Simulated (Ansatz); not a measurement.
Frontier orbitals of C3H6BFO, SMILES `BC(=O)C(C)F`.

Charge 0, multiplicity 1. The structure was optimised at the PBE0-D4/def2-TZVP level. It is one conformer, not always the lowest. Basis def2-TZVPP, Ansatz 0.2.0.

Orbital energies of one run (eV). Highest occupied ones, from the top: -7.59, -8.50, -9.73, -10.18, -10.53, -11.27, -11.32, -12.04, -12.82, -13.47, -14.43, -15.29, -16.25, -18.78. Empty: -2.13, 0.26, 1.15, 1.77, 2.22, 2.92.

(1) Which functional gave them?
A. PBE0
B. B97M-V
C. r2SCAN
D. r2SCANh

## Answers

(1) D. HOMO energies: r2SCANh -7.59, r2SCAN -7.06, B97M-V -7.17, PBE0 -8.23 eV.
